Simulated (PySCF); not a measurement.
**Name the molecule from its bond curve**

A diatomic of charge -1 contains Se. Its singlet curve at HSE06 in a double-zeta basis (no relativity, PySCF), in eV from the separated fragments:

R (Å), E (eV) and a bar:
```
    1.270     -2.898 #######################
    1.329     -3.248 ##########
    1.388     -3.450 ###
    1.433     -3.524 #
    1.477     -3.547 
    1.521     -3.529 #
    1.580     -3.454 ###
    1.654     -3.301 #########
    1.743     -3.059 #################
    1.861     -2.685 ##############################
```

The fit gives ωe = 2395 cm⁻¹ and the rotational constant Bₑ = 7.754 cm⁻¹.

Task: Which atom is the partner?

Result: The minimum lies at 1.478 Å, so the reduced mass is 16.8576 u Å² cm⁻¹/(Bₑ·Re²) = 0.9952 u. With Se at 79.92 u the partner weighs about 1.0 u: H. The molecule is SeH⁻.

The highest Kohn–Sham level is positive in this anion. Much of that is self-interaction error, but it also means that the finite basis helps to hold the extra electron.
